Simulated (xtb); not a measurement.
xtb input (GFN2-xTB):

```bash
xtb mol.xyz --gfn 2 --sp --chrg 1 --uhf 0
```
mol.xyz:
```
3

Ti     0.22658364    -0.14545538     0.25196202
O      1.07946960    -0.08201922    -1.12991807
F     -1.51339967     0.42846359     0.38846444
```

End of the output:

```
         :::::::::::::::::::::::::::::::::::::::::::::::::::::
         ::                     SUMMARY                     ::
         :::::::::::::::::::::::::::::::::::::::::::::::::::::
         :: total energy              -9.879975395756 Eh    ::
         :: gradient norm              0.037572250505 Eh/a0 ::
         :: HOMO-LUMO gap              1.816423492991 eV    ::
         ::.................................................::
         :: SCC energy                -9.911587745642 Eh    ::
         :: -> isotropic ES            0.183461329729 Eh    ::
         :: -> anisotropic ES          0.009452693755 Eh    ::
         :: -> anisotropic XC          0.000079893512 Eh    ::
         :: -> dispersion             -0.000813612047 Eh    ::
         :: repulsion energy           0.031612349886 Eh    ::
         :: add. restraining           0.000000000000 Eh    ::
         :: total charge               1.000000000000 e     ::
         :::::::::::::::::::::::::::::::::::::::::::::::::::::

           -------------------------------------------------
          |                Property Printout                |
           -------------------------------------------------

    * Orbital Energies and Occupations

         #    Occupation            Energy/Eh            Energy/eV
      -------------------------------------------------------------
         1        2.0000           -1.1060864             -30.0981
         2        2.0000           -0.9660820             -26.2884
         3        2.0000           -0.7975661             -21.7029
         4        2.0000           -0.7692795             -20.9332
         5        2.0000           -0.7658895             -20.8409
         6        2.0000           -0.7405563             -20.1516
         7        2.0000           -0.7343000             -19.9813
         8        2.0000           -0.7300426             -19.8655 (HOMO)
         9                         -0.6632903             -18.0490 (LUMO)
        10                         -0.6162090             -16.7679
        11                         -0.6084596             -16.5570
        12                         -0.5792132             -15.7612
Note: The following floating-point exceptions are signalling: IEEE_DENORMAL
normal termination of xtb
        13                         -0.5372069             -14.6181
        14                         -0.4100589             -11.1583
        15                         -0.3527135              -9.5978
        16                         -0.0650545              -1.7702
        17                          0.1699930               4.6257
      -------------------------------------------------------------
                  HL-Gap            0.0667523 Eh            1.8164 eV
             Fermi-level           -0.6966665 Eh          -18.9573 eV

     #   Z          covCN         q      C6AA      α(0)
     1  22 Ti       1.390     1.524   191.176    33.853
     2   8 O        0.727    -0.297    19.785     5.961
     3   9 F        0.663    -0.226    11.531     4.008

 Mol. C6AA /au·bohr⁶  :        440.079326
 Mol. C8AA /au·bohr⁸  :      32701.386418
 Mol. α(0) /au        :         43.822092

Wiberg/Mayer (AO) data.
largest (>0.10) Wiberg bond orders for each atom

 ---------------------------------------------------------------------------
     #   Z sym  total        # sym  WBO       # sym  WBO       # sym  WBO
 ---------------------------------------------------------------------------
     1  22 Ti   3.365 --     2 O    2.243     3 F    1.121
     2   8 O    2.419 --     1 Ti   2.243     3 F    0.176
     3   9 F    1.297 --     1 Ti   1.121     2 O    0.176
 ---------------------------------------------------------------------------

Topologies differ in total number of bonds
Writing topology from bond orders to xtbtopo.mol

molecular dipole:
                 x           y           z       tot (Debye)
 q only:        0.693      -0.556       1.195
   full:        0.685      -0.894       2.492       6.951
molecular quadrupole (traceless):
                xx          xy          yy          xz          yz          zz
 q only:       -2.222       0.658       1.930       3.122      -0.648       0.292
  q+dip:       -3.362       0.699       2.181       4.586      -1.375       1.180
   full:       -4.702       1.499       4.096       6.309      -1.243       0.605

           -------------------------------------------------
          | TOTAL ENERGY               -9.879975395756 Eh   |
          | GRADIENT NORM               0.037572250505 Eh/α |
          | HOMO-LUMO GAP               1.816423492991 eV   |
           -------------------------------------------------

------------------------------------------------------------------------
------------------------------------------------------------------------
 total:
 SCF:
```

This state (charge 1, singlet) is run at the relaxed geometry of the species with charge 0 and multiplicity 2.
